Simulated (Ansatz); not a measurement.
# A geometry optimisation of C4H8AlBr with B3LYP/def2-SVP

The starting geometry of this gas-phase triplet was optimised with GFN2-xTB as a singlet; its bonds are those of `C=C[CH2][Al]([CH3])[Br]`.

| atom | x (Å) | y (Å) | z (Å) |
| --- | --- | --- | --- |
| C | -1.7097 | 0.6678 | 1.0768 |
| C | -1.5457 | 1.9519 | 0.7984 |
| C | -0.3907 | 2.7798 | 1.2427 |
| C | 1.0904 | 1.7238 | -1.8492 |
| Al | 1.0007 | 2.8352 | -0.2103 |
| Br | 2.6606 | 4.3502 | 0.1296 |
| H | -1.0011 | 0.1258 | 1.6835 |
| H | -2.5582 | 0.1101 | 0.7197 |
| H | -2.2791 | 2.4608 | 0.1830 |
| H | -0.7232 | 3.7964 | 1.4999 |
| H | 0.0501 | 2.3529 | 2.1557 |
| H | 1.9136 | 1.0006 | -1.8140 |
| H | 1.2613 | 2.3291 | -2.7473 |
| H | 0.1724 | 1.1515 | -2.0096 |

Q: Predict what becomes of its bonds when it is optimised with B3LYP/def2-SVP.

A: A new bond forms, giving a structure given below by its coordinates. Distances that change by over a tenth: C1–C2 (1.32 → 1.47 Å). Contacts that close: C2–Al5 (2.88 → 2.16 Å).

The energy falls by 1.75 eV over 27 steps:

| step | E − E(last) (eV) |
| --- | --- |
| 1 | 1.750 |
| 4 | 0.713 |
| 7 | 0.581 |
| 10 | 0.344 |
| 13 | 0.202 |
| 15 | 0.152 |
| 18 | 0.050 |
| 21 | 0.002 |
| 24 | 0.000 |
| 27 | 0.000 |

Final geometry (Å):

```csv
atom,x (Å),y (Å),z (Å)
C,-1.9702,1.0937,0.4613
C,-1.2897,2.3741,0.7087
C,-0.1219,2.4888,1.5810
C,1.3827,1.3405,-1.3883
Al,0.5525,2.7689,-0.3485
Br,0.7901,4.9668,-0.9532
H,-1.6456,0.3762,-0.2985
H,-2.8153,0.7993,1.0963
H,-1.8981,3.2877,0.6139
H,0.0017,3.4069,2.1685
H,0.2755,1.5744,2.0383
H,2.4787,1.4645,-1.4182
H,1.0305,1.3507,-2.4337
H,1.1703,0.3432,-0.9686
```

No frequencies were run, so the end isn't proven a minimum. Open shells are spin-unrestricted. The triplet needn't be the ground state. Run with Ansatz 0.2.0, 9.1 min on 2 threads of Intel(R) Xeon(R) Processor @ 2.50GHz (Skylake/Cascade Lake), on a shared host.
